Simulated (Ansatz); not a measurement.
A structure relaxed at PBE0-D4/def2-TZVP, charge 0, multiplicity 1:

Cartesian coordinates in Å:
```
B -1.254 -1.308 -1.596
N -0.784 -0.352 -0.690
C -1.612 0.154 0.316
C -1.296 1.064 1.232
C 0.579 0.159 -0.760
C 1.471 -0.357 0.327
C 2.357 0.377 0.980
H -0.519 -1.703 -2.452
H -2.378 -1.700 -1.485
H -2.608 -0.275 0.287
H -0.312 1.503 1.320
H -2.048 1.376 1.943
H 0.980 -0.156 -1.726
H 0.565 1.254 -0.751
H 1.383 -1.421 0.538
H 2.460 1.442 0.794
H 3.016 -0.056 1.723
```

**Question.** Give its formula and SMILES.

**Answer.** C5H10BN, `BN(C=C)CC=C`.

**Question.** Point group (tolerance 0.08 Å, 0.16 Å for H)?

**Answer.** C1.

**Question.** Summarise the bond lengths by kind.

**Answer.** 1 × B–N 1.399 Å; 2 × B–H 1.195 Å; 2 × C–N 1.398 to 1.457 Å; 3 × C–C 1.324 to 1.498 Å; 8 × C–H 1.081 to 1.095 Å.

All numbers were calculated with Ansatz.
